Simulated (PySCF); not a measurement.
Species: B₂Cl₂H₆N₂.
Z-matrix (Å and degrees, PBE0-D3(BJ)/def2-SVP geometry), rows numbered from 1:
```
N 
B   1  1.4938
N   2  1.6811  1  106.33
B   2  1.7017  1  119.02  3  -120.74
Cl  4  1.7624  2  122.98  1   -48.25
Cl  4  1.7915  2  121.81  1   133.57
H   1  1.0139  2  115.75  3   122.11
H   1  1.0137  2  115.20  3  -111.04
H   2  1.2380  1  114.85  3   112.63
H   3  1.0196  2  113.45  1   141.95
H   3  1.0214  2  105.62  1    21.62
H   3  1.0221  2  111.75  1   -96.36
```

Method used: PySCF, PBE0-D3(BJ)/def2-SVP geometry optimisation, gas phase.

Take the most abundant isotopes and a rigid rotor. The values belong to one conformer with, in the numbering `[NH2:1][B@H-:2]([NH3+:3])[B:4]([Cl:5])[Cl:6]`, H–N1–B2–N3 122° and -111°, N1–B2–B4–Cl5 -48°.

Give the principal moments of inertia and the rotational constants in GHz.

Ia = 222.30, Ib = 294.24, Ic = 497.58 u·Å²; 505379 MHz·u·Å²/I gives 2273, 1718 and 1016 MHz, that is A = 2.2734, B = 1.7176, C = 1.0157 GHz.

Classify the top.

An asymmetric top. Ray's parameter κ = (2B − A − C)/(A − C) = 0.116; −1 is the prolate and +1 the oblate limit.

What does the inertial defect say?

Not planar: Δ = Ic − Ia − Ib = -18.96 u·Å². For a rigid frame Δ = −2 Σ m c², so Σ m c² = 9.48 u·Å² lies off the ab plane: 5.09 from hydrogen and 4.39 from heavier atoms. The atom farthest from that plane is 1.63 Å away.

Give the other two planar moments, Paa and Pbb, and the rms extents of the mass along the axes.

Paa = Σ m a² = (Ib + Ic − Ia)/2 = 284.76 and Pbb = Σ m b² = (Ia + Ic − Ib)/2 = 212.82 u·Å². With the mass M = 126.01 u, the rms extents √(P/M) along a, b and c are 1.50, 1.30, 0.27 Å.

Where do the levels up to J = 2 lie, in K?

Above 0(0,0), as E/k:
J = 1: 1(0,1) 0.131, 1(1,1) 0.158, 1(1,0) 0.192
J = 2: 2(0,2) 0.376, 2(1,2) 0.387, 2(1,1) 0.488, 2(2,1) 0.568, 2(2,0) 0.585

Which lines would a microwave search look for?

The dipole components are |μa| = 3.83 D, |μb| = 2.21 D, |μc| = 0.53 D. Intensities carry the squares of the components, which stand as 1.00 : 0.33 : 0.02 (a : b : c). Some of the stronger lines:

| type | branch | J(Ka,Kc) | MHz | lower level (cm⁻¹) |
| --- | --- | --- | --- | --- |
| a | Q | 2(2,0) ← 2(2,1) | 370 | 0.395 |
| a | Q | 1(1,0) ← 1(1,1) | 702 | 0.110 |
| b | Q | 2(2,0) ← 2(1,1) | 2037 | 0.339 |
| b | Q | 4(3,1) ← 4(2,2) | 3077 | 1.131 |
| b | Q | 3(3,0) ← 3(2,1) | 3416 | 0.717 |
| b | Q | 4(2,2) ← 4(1,3) | 3636 | 1.010 |
| b | R | 2(0,2) ← 1(1,1) | 4541 | 0.110 |
| a | R | 2(1,2) ← 1(1,1) | 4765 | 0.110 |
| b | Q | 4(4,1) ← 4(3,2) | 5977 | 1.207 |
| a | R | 3(1,3) ← 2(1,2) | 6954 | 0.269 |
| b | R | 3(1,3) ← 2(0,2) | 7177 | 0.261 |
| b | R | 3(1,2) ← 2(2,1) | 7248 | 0.395 |
| b | R | 2(2,0) ← 1(1,1) | 8908 | 0.110 |
| a | R | 4(0,4) ← 3(0,3) | 9092 | 0.499 |
| b | R | 4(2,3) ← 3(1,2) | 11576 | 0.636 |
| b | R | 3(3,0) ← 2(2,1) | 13071 | 0.395 |

Stationary, but not proved a minimum. These are rigid-rotor constants of the computed structure; measured ground-state constants (B0) also hold zero-point vibration. A rigid rotor knows nothing of inversion at nitrogen or internal rotation, which can split or shift real lines. Quadrupole hyperfine structure (11B, 14N, 35Cl) is left out.

The run took 1.7 min on Arm Neoverse V1, one thread, shared host, and the process peaked at 0.53 GiB of memory. These figures are those of the optimisation.
